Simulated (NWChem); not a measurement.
Species: C$_{3}$H$_{5}$O, doublet; SMILES [CH]=C(C)O

```xyz
9

C     -1.2824    -0.7203     0.0000
C     -0.1204    -0.0833     0.0000
C      0.0180     1.4042     0.0000
O      1.0999    -0.6937     0.0000
H     -1.6804    -1.7324     0.0000
H     -0.9632     1.8937     0.0000
H      0.5852     1.7271     0.8875
H      0.5852     1.7271    -0.8875
H      0.9715    -1.6495     0.0000
```
Atoms are numbered in this order, from 1.

All runs: NWChem. Spin-unrestricted. In the optimisation the excess spin sits in a' (Cs, its own frame). Geometry: optimised at PBE0/def2-SVP, spin-unrestricted. No stability test was run on the SCF state. Fermi-contact couplings, non-relativistic, static geometry.

Problem. Estimate the computed values for CAM-B3LYP/IGLO-II. Quantities: A(iso) 13C atom 1 (MHz); A(iso) 13C atom 2 (MHz); A(iso) 13C atom 3 (MHz); A(iso) 17O atom 4 (MHz); A(iso) 1H atom 5 (MHz); A(iso) 1H atom 9 (MHz); <S²>.

Solution. The A(iso) 13C atom 1 (MHz) is 343. The A(iso) 13C atom 2 (MHz) is 21.0 and the A(iso) 13C atom 3 (MHz) is 28.8. The A(iso) 17O atom 4 (MHz) is -10.4 and the A(iso) 1H atom 5 (MHz) is 12.5. The A(iso) 1H atom 9 (MHz) is -4.9 and the <S²> is 0.762.
